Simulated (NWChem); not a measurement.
Molecule: MoNH3S2O; SMILES [NH2][Mo]([OH])(=[S])=[S]

```xyz
8

Mo    -0.2054     0.0111     0.0000
S      1.0166    -0.0069     1.7508
S      1.0166    -0.0069    -1.7508
O     -1.3144     1.5347     0.0000
H     -0.9542     2.4418     0.0000
N     -1.3261    -1.5472     0.0000
H     -1.5761    -2.0665     0.8487
H     -1.5761    -2.0665    -0.8487
```
Atoms are numbered in this order, from 1.

Program: NWChem. Structure relaxed at the PBE-D3(BJ)/def2-SVP level. Not confirmed as a minimum by frequencies. def2 effective core potentials on Mo; no spin-orbit coupling. Level M06-2X/def2-SVP: energy and gradient on several grids; changes count from the extra-fine grid, which is no exact limit either.

```tsv
grid	size of the energy change (μHa)	largest change of a gradient component (μHa/bohr)
xcoarse	10000	5000
coarse	300	500
medium	< 10	100
fine	< 10	50
xfine	< 10	< 30
```
